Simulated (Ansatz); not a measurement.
Job for Ansatz (a program for electronic structure): R-BHLYP/def2-TZVPPD on CH7ClSi (a complex). Files ending in .json are basis or fitting sets from the Basis Set Exchange.

Ansatz 0.2 input:
```yaml
crystal:
  periodic: [false, false, false]
  atoms:
    - {symbol: C, position_ang: [0.19900332, 0.13941699, 0.07197742]}
    - {symbol: H, position_ang: [0.34348482, 0.56293121, -0.92090744]}
    - {symbol: H, position_ang: [0.34083633, 0.91552429, 0.82239711]}
    - {symbol: H, position_ang: [-0.81051269, -0.26232780, 0.14999723]}
    - {symbol: H, position_ang: [0.92211117, -0.65928477, 0.23290106]}
    - {symbol: Si, position_ang: [-0.19513428, -0.87457000, 3.71907716]}
    - {symbol: Cl, position_ang: [0.24633524, 1.13151850, 3.95243144]}
    - {symbol: H, position_ang: [0.93674642, -1.52792546, 3.03540617]}
    - {symbol: H, position_ang: [-1.42602103, -0.99441191, 2.91545576]}
    - {symbol: H, position_ang: [-0.39542730, -1.46048924, 5.05901728]}
basis:
  gaussian:
    orbitals: def2-TZVPPD.json
hamiltonian:
  xc: {name: BHLYP}
scf: {lower_state_search: off}
```

It printed:

```
Functional definition: BHLYP
[...]
these checks for a lower state are left out or cut short: stability, starts, cluster_reference, orbital_swaps, neighbouring_geometries, increment
integrals: 0.19 GiB planned
1342 factors; their error is unknown
mean field: 1.51 GiB planned
mean field evaluation 1: about -21549.7033 eV, gradient 3.8e1 eV
mean field evaluation 2: about -21550.9437 eV, gradient 2.9e1 eV
mean field evaluation 4: about -21552.9857 eV, gradient 2.6e-1 eV
mean field evaluation 8: about -21553.1015 eV, gradient 4.7e-2 eV
mean field evaluation 16: about -21553.1015 eV, gradient 1.6e-6 eV
mean field -21553.10152343 eV, -792.0618717691 hartree, gradient 1.7e-6 eV, S^2 0.000000; 0 other end points of the search recorded, 0 dependent functions left out
reference -21553.10173119 eV, -792.0618794042 hartree; 22, 22 occupied and 233, 233 virtual orbitals, 1342 factors
Total energy: -21553.10173119 eV, -792.0618794042 hartree
Checks for a lower state left out: stability, starts, cluster_reference, orbital_swaps, neighbouring_geometries, increment
```

The run converged.

Cost: around 5 core-seconds (rough).
